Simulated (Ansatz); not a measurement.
This geometry of GeH2O + H2 (6 atoms, charge 0, multiplicity 1) is a first-order saddle point.

All numbers below come from UKS PBE-D4/def2-mTZVP in Ansatz 0.2.0.

```xyz
6
Properties=species:S:1:pos:R:3
Ge 0.244 0.513 -1.052
O -0.751 -0.775 0.202
H 0.407 -0.194 0.710
H -0.570 1.731 -0.392
H 1.169 0.406 0.593
H -0.498 -1.682 -0.061
```

**Question.** Which two structures does it join? (They come from a converged band through this point; their orientation in space is the band's.)

**Answer.** Bonds broken: H3–H5. Bonds formed: Ge1–H5, O2–H3. GeH2O + H2 becomes GeH4O.

Initial state:

```xyz
6
Properties=species:S:1:pos:R:3
Ge -0.060 0.166 -1.109
O -1.174 -1.047 -0.319
H 1.218 0.920 1.371
H -0.796 1.404 -0.370
H 1.750 0.505 1.033
H -0.938 -1.949 -0.607
```

Final state:

```xyz
6
Properties=species:S:1:pos:R:3
Ge 0.365 0.607 -1.145
O -0.737 -0.788 0.284
H -0.347 -0.534 1.143
H -0.417 1.790 -0.377
H 1.525 0.608 -0.006
H -0.389 -1.683 0.101
```

**Question.** How far does it lie above each of them?

**Answer.** 0.98 eV above the first and 0.86 eV above the second. This is the barrier of this one path; another mechanism may lie lower. The orbitals stay closed-shell, which can raise the energy where a bond breaks towards radicals; this wasn't checked here.

Run time: 94 s on 2 threads of Arm Neoverse V2 (shared host), peak memory 0.14 GiB.
